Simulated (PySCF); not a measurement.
**Mass spectrum arithmetic for `C1C[SiH2]C1`**

Species: `C1[SiH2]CC1`.

Calculated from tabulated atomic weights, isotope masses and abundances; no fragmentation.

Q: What are the average molar mass and the monoisotopic mass?

A: For C3H8Si, with standard atomic weights, 3 × 12.011 + 1 × 28.085 + 8 × 1.008 = 72.182 g/mol. From the most abundant isotopes (12C, 28Si, 1H), 3 × 12.000000 + 1 × 27.976927 + 8 × 1.007825 = 72.0395 u.

Q: Work out the cluster of the molecular ion M+•, one line a nominal mass.

A: 
| nominal mass | m/z (centroid) | relative intensity |
| --- | --- | --- |
| 72 | 72.0390 | 100.0 |
| 73 | 73.0401 | 8.4 |
| 74 | 74.0362 | 3.6 |
| 75 | 75.0394 | 0.1 |

Cut off at 0.1 %. One electron mass, 0.00055 u, is taken off.

Q: Double-bond equivalents and nitrogen rule?

A: (2 × 4 + 2 + 0 − 8)/2 = 1; the structure has 1 ring and 0 π bonds. The nominal mass 72 is even, with 0 nitrogens, as the rule says.

Q: Which singly substituted isotopologues are there?

A: Intensity in % of the monoisotopic species:

| isotope | mass shift (u) | m/z | intensity (%) |
| --- | --- | --- | --- |
| 29Si | +0.99957 | 73.0385 | 5.08 |
| 13C | +1.00335 | 73.0423 | 3.24 |
| 2H | +1.00628 | 73.0453 | 0.09 |
| 30Si | +1.99684 | 74.0358 | 3.35 |

Species under 0.02 % are left out.

Q: What share of all molecules is the monoisotopic species?

A: 0.9893^3 × 0.922297 × 0.999885^8 = 89.22 %.
